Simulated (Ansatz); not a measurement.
## A geometry optimisation of CH6Ge with B3LYP-D4/def2-TZVP

The starting geometry of this gas-phase triplet was optimised with GFN2-xTB as a singlet; its bonds are those of `[CH3][GeH3]`.

```yaml
atoms:
  - { symbol: C, position_ang: [0.4135, 0.1930, -0.5268] }
  - { symbol: Ge, position_ang: [0.6330, 0.1202, 1.4182] }
  - { symbol: H, position_ang: [-0.0023, -0.7384, -0.9029] }
  - { symbol: H, position_ang: [-0.2566, 1.0012, -0.8092] }
  - { symbol: H, position_ang: [1.3699, 0.3593, -1.0169] }
  - { symbol: H, position_ang: [-0.6723, -0.1116, 2.1068] }
  - { symbol: H, position_ang: [1.1992, 1.3953, 1.9519] }
  - { symbol: H, position_ang: [1.5556, -0.9831, 1.8226] }
```

Problem. Predict what becomes of its bonds when it is optimised with B3LYP-D4/def2-TZVP.

Solution. It falls apart into GeH3 + CH3. Contacts that open: C1–Ge2 (1.96 → 4.22 Å).

The energy falls by 4.48 eV over 14 steps:

| step | E − E(last) (eV) |
| --- | --- |
| 1 | 4.480 |
| 2 | 2.837 |
| 4 | 0.820 |
| 5 | 0.256 |
| 7 | 0.032 |
| 8 | 0.010 |
| 10 | 0.001 |
| 11 | 0.000 |
| 13 | 0.000 |
| 14 | 0.000 |

Final geometry (Å):

```xyz
8

C     0.3139    0.2262   -1.4126
Ge    0.7862    0.0694    2.7795
H    -0.0795   -0.7783   -1.3989
H    -0.3516    1.0678   -1.2993
H     1.3747    0.3886   -1.5246
H    -0.7083   -0.1355    2.4538
H     1.2656    1.4525    2.2909
H     1.6391   -1.0549    2.1550
```

The end wasn't checked by frequencies. Open shells are spin-unrestricted. The triplet needn't be the ground state. Run with Ansatz 0.2.0, 36 s on 2 threads of Arm Neoverse V2, on a shared host.
